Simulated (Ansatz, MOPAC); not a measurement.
Si10H16 nanodot `[SiH2]1[SiH]2[SiH2][SiH]3[SiH2][SiH]1[SiH2][SiH]([SiH2]2)[SiH2]3`, neutral singlet in the gas phase. 

Z-matrix (Å, degrees):
```
Si
H 1 1.5124
Si 1 2.3557 2 109.59
H 3 1.5091 1 109.75 2 59.36
H 3 1.5091 4 108.20 1 119.69
Si 1 2.3557 2 109.59 3 120.02
H 6 1.5091 1 109.73 2 -59.35
H 6 1.5091 7 108.20 1 -119.69
Si 6 2.3557 7 109.75 8 -119.69
H 9 1.5124 6 109.59 7 59.36
Si 9 2.3557 10 109.59 6 120.00
H 11 1.5091 9 109.74 10 59.36
H 11 1.5091 12 108.20 9 119.68
Si 11 2.3557 12 109.73 13 119.70
H 14 1.5124 11 109.59 12 -59.35
Si 14 2.3557 15 109.59 3 120.04
H 16 1.5091 14 109.75 15 -59.31
H 16 1.5091 17 108.20 14 -119.68
Si 16 2.3557 17 109.73 18 -119.69
H 19 1.5124 16 109.59 17 59.30
Si 19 2.3557 20 109.59 16 -120.01
H 21 1.5091 19 109.75 20 59.25
H 21 1.5091 22 108.20 19 119.69
Si 1 2.3557 2 109.59 3 -119.94
H 24 1.5091 1 109.75 2 -59.31
H 24 1.5091 25 108.20 19 119.69
```
Charge 0, multiplicity 1.

All levels are single points at this geometry (PBE-D3(BJ)/def2-SVP); Pople sets use spherical d functions. Orbital energies aren't observables, and empty levels follow the basis.

```tsv
level	HOMO (eV)	LUMO (eV)	gap (eV)	dipole (D)	vertical IE, Delta-SCF (eV)
CAM-B3LYP-D3(BJ)/def2-SVP in Ansatz	-9.02	0.03	9.04	0.00	–
PBE-D3(BJ)/def2-SVP in Ansatz	-6.78	-1.83	4.95	0.00	8.60
PBE0-D3(BJ)/def2-SVP in Ansatz	-7.86	-1.16	6.70	0.00	9.14
AM1 in MOPAC	-10.16	-1.31	8.85	0.00	–
PM6 in MOPAC	-8.79	-1.67	7.12	0.00	–
PM7 in MOPAC	-10.17	-0.43	9.74	0.00	–
```

Ansatz is an electronic-structure program.
